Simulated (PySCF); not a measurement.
CH8AlAs: core ionisation energies

Compound: CH8AlAs.
SMILES with atom numbers: `[CH3:1][AlH2-:2][AsH3+:3]`

Cartesian coordinates in Å at the PBE0-D3(BJ)/def2-SVP level; atoms count from 1:
```
atom  x, y, z in Å
C1    -1.8231    0.3282    0.1784
Al2   -0.4866   -0.9857   -0.4395
As3    1.7541    0.3121    0.0918
H4    -2.8370   -0.0961    0.0712
H5    -1.8085    1.2634   -0.4050
H6    -1.7044    0.5887    1.2434
H7    -0.1866   -1.1340   -2.0092
H8    -0.1264   -2.2399    0.4956
H9     2.0486    0.7730    1.5016
H10    3.0607   -0.4083   -0.1442
H11    2.1147    1.6013   -0.6100
```

Computed, not measured: PySCF, delta-SCF UKS SCAN, pcX-2 on the ionised atom, pcseg-1 elsewhere, spin-free X2C. These are vertical core ionisation energies against the vacuum level, from separate self-consistent calculations with and without the core hole.

**Question.** List the computed XPS lines with their assignment.

**Answer.** 
```
atom(s)                        environment  level  binding energy (eV)  count
     C1                      methyl carbon   C 1s               289.19      1
    Al2  aluminium bonded to As, C and 2 H  Al 1s              1565.47      1
```

**Question.** Which photon energy gives electrons from C 1s of C1 a kinetic energy of 150 eV, and what is their de Broglie wavelength?

**Answer.** hν = 289.19 + 150 = 439.19 eV, recoil neglected; λ = 12.264 Å/√(E/eV) = 1.00 Å.

**Question.** Which effective nuclear charge Zeff reproduces each element's mean 1s value in the hydrogen-like formula E = 13.606 eV × Zeff²?

**Answer.** C (Z = 6): mean 289.2 eV, Zeff = 4.61, Z − Zeff = 1.39; Al (Z = 13): mean 1565.5 eV, Zeff = 10.73, Z − Zeff = 2.27. Means run over the listed sites, weighted by atom count.

No level of arsenic is listed. Geometry: PBE0-D3(BJ)/def2-SVP; no solvent, vibrations or thermal averaging.
